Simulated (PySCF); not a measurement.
## Ne²⁺: excitation energy

Ne²⁺ [He] 2s2 2p4 (3P) → Ne²⁺ [He] 2s2 2p3 3s1 (5S), as a difference of total energies. All numbers are calculated (PySCF 2.14, the non-relativistic Hamiltonian (point nucleus), in aug-cc-pVQZ). Correlated levels: valence: 1s2 frozen. The calculations carry no spin-orbit coupling.

| method | excitation energy (eV) |
| --- | --- |
| UHF | 37.316 |
| LDA | 38.472 |
| PBE | 38.684 |
| PBE0 | 38.662 |
| r2SCAN | 38.892 |
| B3LYP | 38.870 |
| M06 | 39.243 |
| BLYP | 38.868 |
| BHandHLYP | 38.740 |
| MP2 (valence) | 38.318 |
| SCS-MP2 (valence) | 38.528 |

How much does correlation contribute at MP2 (valence)?

38.318 − (37.316) = 1.002 eV, measured against UHF.

A first-order spin-orbit estimate (lowest level to lowest level, LS coupling) adds 0.037 eV.

The promoted electron is Rydberg-like, and one or two diffuse shells describe it only roughly, which tends to raise the upper state.
